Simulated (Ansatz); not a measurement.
H5ClN2OSn, singlet, at a GFN2-xTB geometry (such geometries of metal compounds can be far from the true shape) (all electrons, no relativity), with bond 10-4 at 1.4 times its length; Ansatz (a quantum-chemistry and plane-wave program) with SC-NEVPT2/STO-3G, CASSCF(4,4).

The Ansatz input:
Ansatz 0.2 input:
```yaml
crystal:
  periodic: [false, false, false]
  atoms:
    - {symbol: N, position_ang: [-1.50113807, 1.41349857, -0.40554578]}
    - {symbol: Sn, position_ang: [-0.04012192, 0.13597320, 0.16678794]}
    - {symbol: N, position_ang: [1.57584187, 0.98511230, 1.05092340]}
    - {symbol: O, position_ang: [-0.82512495, -1.00127962, 1.53941076]}
    - {symbol: Cl, position_ang: [0.50449786, -1.15739998, -1.64670309]}
    - {symbol: H, position_ang: [-1.32942723, 1.79511272, -1.32865565]}
    - {symbol: H, position_ang: [-1.54883946, 2.20592670, 0.22612151]}
    - {symbol: H, position_ang: [2.43543599, 0.75300389, 0.56417485]}
    - {symbol: H, position_ang: [1.67531160, 0.62082616, 1.99307644]}
    - {symbol: H, position_ang: [-2.08463631, -1.38836440, 1.29790863]}
basis:
  gaussian:
    orbitals: STO-3G
magnetization: {spin_polarized: false}
correlation: {method: sc_nevpt2, electrons: all, active_space: {window: {electrons: 4, orbitals: 4}}}
```

What the program printed (banner, timings and long lists left out):

```
Functional definition: HF
739 factors; integrals over basis functions are off by at most 4.0e-5 eV
mean field evaluation 1: about -179649.7960 eV, gradient 2.8e1 eV
mean field evaluation 2: about -179649.8895 eV, gradient 2.9e1 eV
mean field evaluation 4: about -179653.3191 eV, gradient 2.0e0 eV
mean field evaluation 8: about -179653.3422 eV, gradient 2.0e-4 eV
mean field -179653.34220939 eV, -6602.1385527862 hartree, gradient 1.6e-6 eV, S^2 0.000000; 0 other end points of the search recorded, 0 dependent functions left out; unrestricted orbitals would lower it
reference -179653.34220939 eV, -6602.1385527862 hartree; 47, 47 occupied and 9, 9 virtual orbitals, 739 factors
state -179655.44755045 eV, -6602.2159226431 hartree
state -179655.44755045 eV, -6602.2159226431 hartree; corrected -179658.88525471 eV, -6602.3422559445 hartree
state -179654.05193857 eV, -6602.1646348525 hartree
state -179654.05193857 eV, -6602.1646348525 hartree; corrected -179658.50742692 eV, -6602.3283710290 hartree
state -179655.44755045 eV, -6602.2159226431 hartree; corrected -179658.88525471 eV, -6602.3422559445 hartree
Total energy: -179658.88525471 eV, -6602.3422559445 hartree
```
